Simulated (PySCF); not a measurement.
C₂H₆F₂Si, SMILES C[C@H]([SiH2]F)F.

Geometry optimised at PBE-D3(BJ)/def2-SVP. The structure was generated by enumeration; whether it is a known compound was not checked. The values are those of a single conformer.

Method: PySCF with PBE-D3(BJ)/def2-SVP.

Frequencies are harmonic and unscaled.

| mode | ν (cm⁻¹) | IR (km/mol) | moving atoms (share of kinetic energy) |
|---|---|---|---|
| 1 | 71 | 1.0 | F 50 %, H 20 %, Si 17 %, C 14 % |
| 2 | 130 | 1.3 | F 59 %, C 18 %, H 13 %, Si 9 % |
| 3 | 209 | 2.1 | H 83 % |
| 4 | 269 | 1.1 | H 32 %, F 28 %, C 24 %, Si 15 % |
| 5 | 277 | 10.4 | F 35 %, H 31 %, C 20 %, Si 15 % |
| 6 | 409 | 7.9 | C 41 %, H 29 %, F 25 % |
| 7 | 553 | 33.9 | H 49 %, Si 27 %, C 13 %, F 12 % |
| 8 | 680 | 39.1 | H 47 %, C 30 %, Si 19 % |
| 9 | 725 | 2.5 | H 88 % |
| 10 | 833 | 19.5 | H 45 %, F 41 %, Si 13 % |
| 11 | 865 | 56.6 | H 43 %, C 29 %, F 24 % |
| 12 | 897 | 144.8 | H 75 %, Si 13 % |
| 13 | 917 | 102.2 | H 72 %, Si 17 %, F 8 % |
| 14 | 971 | 78.2 | H 72 %, C 16 % |
| 15 | 1051 | 46.8 | C 64 %, H 20 %, F 16 % |
| 16 | 1101 | 8.8 | C 55 %, H 40 % |
| 17 | 1229 | 5.9 | H 61 %, C 37 % |
| 18 | 1287 | 2.9 | H 86 %, C 13 % |
| 19 | 1336 | 10.2 | H 76 %, C 24 % |
| 20 | 1400 | 6.4 | H 96 % |
| 21 | 1427 | 5.1 | H 96 % |
| 22 | 2169 | 95.2 | H 97 % |
| 23 | 2193 | 110.0 | H 96 % |
| 24 | 2948 | 20.5 | H 92 % |
| 25 | 2970 | 9.9 | H 97 % |
| 26 | 3061 | 9.9 | H 90 %, C 10 % |
| 27 | 3068 | 8.9 | H 91 %, C 9 % |
